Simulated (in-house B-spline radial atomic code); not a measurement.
Values are calculated unless marked as measured or tabulated.
Ne in electron gases of falling density

A nucleus sits in a uniform electron gas with a rigid positive background. The Kohn-Sham equations are solved self-consistently in the spin-unpolarised LDA (PW92), non-relativistic, on B-splines with outgoing waves at the boundary and partial waves to l = 8. The model has no lattice, no bands and no magnetic solution. Atomic units; δ_l are the phase shifts at the Fermi level, counted so that each bound state adds π, and good to about 0.0005.

| r_s (bohr) | k_F | δ0/π | δ1/π | δ2/π | shallowest bound level (hartree) | σ_tr (bohr²) | Q (a.u.) |
| --- | --- | --- | --- | --- | --- | --- | --- |
| 1.5 | 1.2794 | 1.630 | 0.880 | 0.101 | p -0.257 | 11.57 | 1.047 |
| 1.65 | 1.1631 | 1.671 | 0.905 | 0.088 | p -0.282 | 11.04 | 0.683 |
| 1.8 | 1.0662 | 1.707 | 0.925 | 0.076 | p -0.3 | 10.35 | 0.452 |
| 2 | 0.9596 | 1.746 | 0.947 | 0.063 | p -0.317 | 9.35 | 0.268 |
| 2.07 | 0.9271 | 1.758 | 0.953 | 0.059 | p -0.321 | 9.02 | 0.225 |
| 2.2 | 0.8723 | 1.779 | 0.963 | 0.052 | p -0.328 | 8.43 | 0.165 |
| 2.4 | 0.7996 | 1.806 | 0.976 | 0.043 | p -0.337 | 7.63 | 0.105 |
| 2.67 | 0.7188 | 1.836 | 0.989 | 0.033 | p -0.345 | 6.78 | 0.061 |
| 3 | 0.6397 | 1.864 | 0.999 | 0.025 | p -0.353 | 6.00 | 0.034 |
| 3.3 | 0.5816 | 1.885 | 1.004 | 0.019 | p -0.358 | 5.46 | 0.021 |
| 3.6 | 0.5331 | 1.902 | 1.008 | 0.014 | p -0.363 | 4.99 | 0.014 |
| 4 | 0.4798 | 1.920 | 1.010 | 0.010 | p -0.368 | 4.43 | 0.008 |

Q = n k_F σ_tr, with n = 3/(4π r_s³).

**Question.** How does the screening charge move between partial waves as the gas thins?

**Answer.** By (2/π)(2l + 1) δ_l, at r_s = 1.5 it is s 3.26, p 5.28, d 1.01, f and beyond 0.45, and at r_s = 4 s 3.84, p 6.06, d 0.10, f and beyond -0.00. The free atom is [He] 2s2 2p6.

**Question.** What end-to-end powers of r_s do the first and last rows give for σ_tr and Q?

**Answer.** σ_tr goes as r_s^-0.98 and Q as r_s^-4.98. Since n k_F/k_F² goes as r_s⁻², Q = 4π n Σ/k_F would fall as r_s⁻² at fixed phase shifts; the sum Σ (l + 1) sin²(δ_l − δ_(l+1)) is 1.507 in the first row and 0.081 in the last, and ranges from 0.08 to 1.51 between them, so these powers are no law.
